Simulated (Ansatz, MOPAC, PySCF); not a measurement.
Complex: HCl (SMILES Cl) (first 2 atoms) with CH4 (SMILES C); geometry from B3LYP-D3(BJ)/def2-TZVP, rigid monomers moved along the line of their centres of mass till H2···C3 is 2.90 Å.
(charge 0, multiplicity 1):
```xyz
7

Cl    -0.4127    -0.3469    -0.4821
H     -0.2910    -0.2431     0.7911
C     -0.0071     0.0031     3.6618
H     -0.9374     0.4789     3.3517
H      0.0941     0.0943     4.7420
H     -0.0225    -1.0537     3.3952
H      0.8398     0.4951     3.1835
```

Interaction energies are E(AB) − E(A) − E(B) at the monomers' geometry in the complex; basis-set methods are counterpoise corrected. Rows marked so take none.

Cores are frozen in the correlated methods. CBS: X⁻³ extrapolation of the correlation energy, Hartree–Fock from the larger set. Rows in 3-21G, 6-311+G**, 6-31G*, STO-3G carry no dispersion term and start afresh at each structure (6-31G* with six Cartesian d functions). MP2/6-31G* freezes PySCF's default core. The state that AM1 reach isn't checked.

Codes used: Ansatz (a quantum-chemistry and plane-wave program) with Gaussian orbitals; MOPAC for AM1 (differences of heats of formation); PySCF for 3-21G rows, 6-311+G** rows, 6-31G* rows, STO-3G rows, the dispersion terms. Values without a source in brackets are computed.

Other levels give for the interaction energy: PBE/def2-TZVPPD -3.1; B3LYP/def2-TZVPPD -1.1; B3LYP-D3(BJ)/def2-TZVPPD -4.2; wB97M-V/def2-TZVPPD -3.6; CCSD(T)/CBS(aug-cc-pV(D+d)Z, aug-cc-pV(T+d)Z) -4.1 kJ/mol.

Common cheap choices:

| level | interaction energy (kJ/mol) | less -4.1 (CCSD(T)/CBS(aug-cc-pV(D+d)Z, aug-cc-pV(T+d)Z)) |
|---|---|---|
| AM1 | -2.1 | 2.0 |
| HF/STO-3G (no counterpoise) | -0.5 | 3.6 |
| BP86/6-31G* (no counterpoise) | -1.0 | 3.2 |
| B3LYP/3-21G (no counterpoise) | -2.9 | 1.2 |
| B3LYP/6-31G* | -1.5 | 2.6 |
| B3LYP/6-31G* (no counterpoise) | -2.0 | 2.1 |
| B3LYP/6-311+G** (no counterpoise) | -1.9 | 2.3 |
| MP2/6-31G* (no counterpoise) | -3.0 | 1.1 |
